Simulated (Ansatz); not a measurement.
Species: Al₂, charge 0, triplet. Al2 (SMILES [Al][Al], triplet).
B3LYP-D3(BJ)/def2-TZVP minimum from Ansatz (a quantum-chemistry and plane-wave program):
```
Al
Al 1 2.7553
```
Charge 0, spin multiplicity 3.

Total energies in cc-pV(5+d)Z, 6 correlated electrons, 10 frozen orbitals. Radicals and triplets start from unrestricted determinants; spin-orbit coupling is neglected. Cores are frozen in correlated methods. No relativity. The UHF reference of Al2 ([Al][Al], triplet) is spin-contaminated (<S^2> up to 0.04 over the pure value in the sets run).

```tsv
method	program	energy (Eh)	minus CCSDT(Q) (mEh)
HF	Ansatz	-483.79116	132.22
MP2	Ansatz	-483.89058	32.80
CCSD	Ansatz	-483.91423	9.16
CCSD(T)	Ansatz	-483.92140	1.98
CCSDT(Q)	Ansatz	-483.92339	0.00
```

Rough core times of Ansatz's runs on a shared machine: CCSD(T) 8 min, CCSDT(Q) 90 min.
